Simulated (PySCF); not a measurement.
Continuum solvent and chemical shifts

Bonds (- single, = double, # triple, : aromatic): C1-O2, O2-B3, B3-O4, O4-C5, C5-C6, C6-C7, C7-O8, O8-B3. C1 carries H9, H10, H11; C5 carries H12, H13; C6 carries H14, H15; C7 carries H16, H17.

GIAO PBE0/pcSseg-1 in PySCF on one PBE0-D3(BJ)/def2-SVP conformer, non-relativistic, equivalent nuclei averaged. Solvents enter as an IEF-PCM continuum (chloroform with ε = 4.7, acetone with ε = 20.5) around the gas-phase geometry. Shifts are referred to TMS, BF3·OEt2 computed in the same medium.

Gas phase, δ in ppm: C5/C7 63.9, C1 50.9, C6 29.6, B3 15.4, H12/H13/H16/H17 3.96, H9/H10/H11 3.59, H14/H15 1.54. Dipole moment 2.90 D.

**Question.** How does each δ change in the continuum?

**Answer.** 
```tsv
atoms	environment	Δδ, chloroform	Δδ, acetone
C5/C7	sp3 CH2 bonded to O	+0.9	+1.3
C1	methyl carbon bonded to O	+0.8	+1.1
C6	sp3 CH2 in a ring	+0.4	+0.5
B3	boron bonded to 3 O, in a 6-membered ring	+0.6	+0.7
H12/H13/H16/H17	hydrogen on an sp3 CH2 bonded to O	+0.09	+0.13
H9/H10/H11	hydrogen on a methyl carbon bonded to O	+0.06	+0.08
H14/H15	hydrogen on an sp3 CH2 in a ring	+0.14	+0.19
```

Changes are relative to the gas phase. The dipole moment becomes 3.45 D in chloroform, 3.64 D in acetone.

**Question.** Which of the listed nuclei move most (in ppm), and what does the model miss? (N and O are left out, as their reference compounds move with the solvent too.)

**Answer.** C5/C7 (sp3 CH2 bonded to O, +1.3 ppm) in acetone. A continuum only polarises the solute; specific hydrogen bonds, the anisotropy of aromatic solvents and changes of geometry or conformer are outside it.
